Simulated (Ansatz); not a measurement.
Frontier orbitals of `[OH][Ge]([OH])([Cl])[Cl]`.

Cartesian coordinates in Å:
```
O 1.0808 -1.0252 -0.0591
Ge -0.0427 0.3186 -0.0894
O -0.9739 0.2537 1.3831
Cl 0.9262 2.1990 -0.1288
Cl -1.2642 0.1572 -1.8309
H 1.4266 -1.2506 -0.9273
H -1.1528 -0.6527 1.6524
```

Charge 0, multiplicity 1. Correlated methods include outer-core shells of Ge, which these sets cover unevenly. Scalar relativity is left out up to krypton. The geometry is a stationary point of PBE0-D4/def2-TZVP. It is one conformer, not always the lowest. Basis def2-TZVPP, Ansatz.

Orbital energies of one run (eV). Highest occupied ones, from the top: -7.66, -7.74, -8.02, -8.16, -8.28, -8.34, -9.23, -9.40, -10.33, -11.55, -12.84, -14.56, -20.30, -20.85. Empty: -2.11, -0.18, -0.10, 0.90, 1.49, 1.58.

Question: Which functional gave them?
A. HSE06 (plane-wave form)
B. BLYP
C. PBE0
D. B3LYP

Answer: B. HOMO energies: BLYP -7.66, B3LYP -9.05, PBE0 -9.35, HSE06 -8.95 eV.

B3LYP here is the variant with VWN-RPA as its local correlation; programs differ in this.
